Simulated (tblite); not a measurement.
C₃H₉ClOSi₂.
Atom-mapped SMILES: `[Cl:1][C@H:2]1[CH2:3][CH2:4][SiH2:5][O:6][SiH2:7]1` (hydrogens: H8 on C2; H9, H10 on C3; H11, H12 on C4; H13, H14 on Si5; H15, H16 on Si7)

The geometry is computed with GFN2-xTB (gas phase).

(1) List the bond lengths, angles and torsions at this level.

Results:

(1) 
```
   bond  length (bohr)   order
 Cl1–C2          3.395  single
  C2–C3          2.883  single
  C3–C4          2.899  single
 C4–Si5          3.602  single
 Si5–O6          3.091  single
 O6–Si7          3.072  single
 C2–Si7          3.620  single
  C2–H8          2.065  single
  C3–H9          2.070  single
 C3–H10          2.066  single
 C4–H11          2.061  single
 C4–H12          2.065  single
Si5–H13          2.758  single
Si5–H14          2.762  single
Si7–H15          2.754  single
Si7–H16          2.752  single
```

Orders are formal, as drawn. A selection of angles:
```
      angle  degrees
  Cl1–C2–C3    108.9
 Cl1–C2–Si7    108.8
  Cl1–C2–H8    104.5
  C3–C2–Si7    113.0
   C3–C2–H8    109.1
  Si7–C2–H8    112.2
   C2–C3–C4    111.9
   C2–C3–H9    109.0
  C2–C3–H10    109.3
   C4–C3–H9    109.2
  C4–C3–H10    109.9
  H9–C3–H10    107.4
  C3–C4–Si5    112.7
  C3–C4–H11    108.3
  C3–C4–H12    108.4
 Si5–C4–H11    110.8
 Si5–C4–H12    110.3
 H11–C4–H12    106.2
  C4–Si5–O6    106.2
 C4–Si5–H13    112.7
 C4–Si5–H14    111.9
 O6–Si5–H13    104.8
 O6–Si5–H14    105.8
H13–Si5–H14    114.6
 Si5–O6–Si7    134.2
 O6–Si7–H15    107.7
 O6–Si7–H16    106.3
  C2–Si7–O6    104.7
 C2–Si7–H15    109.6
 C2–Si7–H16    111.5
H15–Si7–H16    116.3
```

Torsions: Cl1–C2–C3–C4 -170° (antiperiplanar); C2–C3–C4–Si5 -66° (synclinal); C3–C4–Si5–O6 34° (synclinal); C4–Si5–O6–Si7 -10° (synperiplanar); Si5–O6–Si7–C2 12° (synperiplanar); Cl1–C2–Si7–O6 -159° (antiperiplanar).

The 6-membered ring C2–C3–C4–Si5–O6–Si7 has internal angles of 104.7° to 134.2°; it is puckered, 0.22 Å rms from its mean plane, widest ring torsion 69°. Si7 (oxygen-bound silicon) is distorted tetrahedral (angles from 104.7° to 116.3°). Of the pairs four or more bonds apart, H8···H12 is among the closest relative to their van der Waals radii: 2.48 Å, 103 % of the sum of Bondi's values. Si5 (oxygen-bound silicon) is distorted tetrahedral (angles from 104.8° to 114.6°).

Point group: C1 (no symmetry element, even within 0.4 Å). Its GFN2-xTB frequencies are all real (lowest 59 cm⁻¹). The numbers are those of one conformer.
